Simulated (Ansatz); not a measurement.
C₃H₁₂BNSi, singlet, geometry from GFN2-xTB, with bond 9-1 at 1.8 times its length; CASSCF(2,4)/STO-3G (Ansatz, a quantum-chemistry and plane-wave program).

Ansatz was given this input:
Ansatz 0.2 input:
```yaml
crystal:
  periodic: [false, false, false]
  atoms:
    - {symbol: Si, position_ang: [-1.44729435, -0.15635762, -1.14299271]}
    - {symbol: N, position_ang: [-0.41694890, 0.03664667, 0.25756562]}
    - {symbol: C, position_ang: [-1.05198810, 0.19154369, 1.55935596]}
    - {symbol: B, position_ang: [0.99281345, 0.03951713, 0.19008881]}
    - {symbol: C, position_ang: [1.71989724, -0.10435477, -1.21364319]}
    - {symbol: C, position_ang: [1.86033509, 0.16740764, 1.51600703]}
    - {symbol: H, position_ang: [-1.39415117, 1.05055235, -1.97622313]}
    - {symbol: H, position_ang: [-2.80916210, -0.34366762, -0.63530919]}
    - {symbol: H, position_ang: [-0.71290931, -2.28689239, -2.50799188]}
    - {symbol: H, position_ang: [-0.71221742, 1.10905767, 2.04265511]}
    - {symbol: H, position_ang: [-2.13457033, 0.23795656, 1.46342588]}
    - {symbol: H, position_ang: [-0.80166822, -0.64729329, 2.21246785]}
    - {symbol: H, position_ang: [2.73653510, 0.28295973, -1.19725106]}
    - {symbol: H, position_ang: [1.18962070, 0.39390888, -2.02211690]}
    - {symbol: H, position_ang: [1.79098461, -1.15636102, -1.48910858]}
    - {symbol: H, position_ang: [1.58308395, -0.57931239, 2.25923386]}
    - {symbol: H, position_ang: [1.71142882, 1.13752817, 1.99044046]}
    - {symbol: H, position_ang: [2.92664904, 0.06197375, 1.33128680]}
basis:
  gaussian:
    orbitals: STO-3G
hamiltonian:
  xc: hf
magnetization: {spin_polarized: false}
correlation: {active_space: {window: {electrons: 2, orbitals: 4}}}
```

Output, abridged:

```
Functional definition: HF
611 factors; integrals over basis functions are off by at most 9.5e-5 eV
mean field evaluation 1: about -13133.2067 eV, gradient 2.3e1 eV
mean field evaluation 2: about -13133.4843 eV, gradient 2.3e1 eV
mean field evaluation 4: about -13137.0593 eV, gradient 2.7e0 eV
mean field evaluation 8: about -13137.0935 eV, gradient 2.8e-2 eV
mean field -13137.09352388 eV, -482.7792823609 hartree, gradient 1.6e-6 eV, S^2 0.000000; 0 other end points of the search recorded, 0 dependent functions left out
reference -13137.09352388 eV, -482.7792823609 hartree; 28, 28 occupied and 18, 18 virtual orbitals, 611 factors
state -13139.81618561 eV, -482.8793383337 hartree
Total energy: -13139.81618561 eV, -482.8793383337 hartree
```
